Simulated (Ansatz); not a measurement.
Species: dichloro(ethynyl)borane, C₂HBCl₂, charge 0, multiplicity 1. SMILES: C#CB(Cl)Cl
Coordinates optimised at B3LYP-D3(BJ)/def2-TZVP (Ansatz, an electronic-structure program):
```xyz
6

C      2.6767    -0.4806    -0.2009
C      1.4936    -0.2681    -0.1121
B      0.0176    -0.0032    -0.0013
Cl    -0.6291     1.5711    -0.4144
Cl    -1.0668    -1.2666     0.5418
H      3.7210    -0.6680    -0.2793
```

HF/6-31G* beside other levels, property by property. Set-up: non-relativistic; six Cartesian d functions in 6-31G* and its kin unless marked 5d; valence correlation only; atomisation electronic, to ground-state atoms; dispersion terms only where a functional's name holds one; each state is the SCF solution reached for its charge and spin; no spin-orbit coupling; open shells spin-unrestricted; 6-311+G** with 5d, 6d on Na to Ar in Ansatz. CBS(X,Y): correlation extrapolated as X^-3; Hartree-Fock from the larger set (for Q and 5 zeta extrapolated as (X+1)exp(-9√X)). The bracket is a focal-point correction in the basis named. Ab initio and DFT rows: single points at B3LYP-D3(BJ) geometries (Ansatz), with unscaled harmonic terms from B3LYP/6-31G* (Ansatz) at its own minima, enthalpies of formation by atomisation with measured atoms. Anions need diffuse functions, which STO-3G, LANL2DZ, def2-SVP, cc-pVDZ and Pople sets without + lack. A UHF reference is markedly spin-contaminated in at least one set, which strains HF and MP2. Levels can end on unlike triplets.

Coupled cluster (Ansatz) is a level with limits of its own, used here on species with T1 under 0.025 (0.045 for open shells) and stable references: (a) RI-MP2/CBS(aug-cc-pV(T+d)Z,aug-cc-pV(Q+d)Z)+[CCSD(T)-MP2]/aug-cc-pV(T+d)Z; (b) CCSD(T)/CBS(cc-pV(Q+d)Z,cc-pV(5+d)Z).

```json
[
 {"property": "vertical triplet-singlet gap, E(triplet) - E(singlet) (eV)", "HF/6-31G* (Ansatz)": "3.65", "B3LYP/6-31G* (Ansatz)": "4.28", "B3LYP/6-311+G** (Ansatz)": "4.30", "MP2/6-31G* (Ansatz)": "5.02", "to compare with": "4.71 coupled cluster (a)"},
 {"property": "vertical ionisation energy to the doublet (eV)", "HF/6-31G* (Ansatz)": "9.86", "B3LYP/6-31G* (Ansatz)": "10.52", "B3LYP/6-311+G** (Ansatz)": "10.69", "MP2/6-31G* (Ansatz)": "11.15", "to compare with": "11.31 coupled cluster (a)"},
 {"property": "atomisation energy (kcal/mol)", "HF/6-31G* (Ansatz)": "451.6", "B3LYP/6-31G* (Ansatz)": "603.5", "B3LYP/6-311+G** (Ansatz)": "600.5", "MP2/6-31G* (Ansatz)": "597.4", "to compare with": "611.9 coupled cluster (b)"},
 {"property": "vertical electron affinity to the doublet (eV)", "HF/6-31G* (Ansatz)": "-0.37", "B3LYP/6-31G* (Ansatz)": "0.12", "B3LYP/6-311+G** (Ansatz)": "0.58", "MP2/6-31G* (Ansatz)": "-0.63", "to compare with": "0.43 coupled cluster (a)"},
 {"property": "enthalpy of formation at 298 K (kcal/mol)", "HF/6-31G* (Ansatz)": "149.4", "B3LYP/6-31G* (Ansatz)": "-2.5", "B3LYP/6-311+G** (Ansatz)": "0.6", "MP2/6-31G* (Ansatz)": "3.6", "to compare with": "-10.9 coupled cluster (b)"}
]
```

As the rows show:
- vertical triplet-singlet gap, E(triplet) - E(singlet): HF/6-31G* lies 1.06 eV below coupled cluster.
- vertical ionisation energy to the doublet: HF/6-31G* lies 1.45 eV below coupled cluster.
- atomisation energy: HF/6-31G* lies 160.3 kcal/mol below coupled cluster.
- vertical electron affinity to the doublet: HF/6-31G* lies 0.80 eV below coupled cluster.
- enthalpy of formation at 298 K: HF/6-31G* lies 160.3 kcal/mol above coupled cluster.

The properties are those with a value to compare with, at most eight drawn at random. No case is left out for the size of its miss. Left out are saddle points of the reference geometry, anions that the best level run finds unbound, excited spin states, species near biochemistry, 298 K rows of species without real B3LYP wavenumbers, cases with under five habitual levels, runs that failed or that the program found above a lower state of the same kind, table entries that another table contradicts, and a share of species set aside by lot.
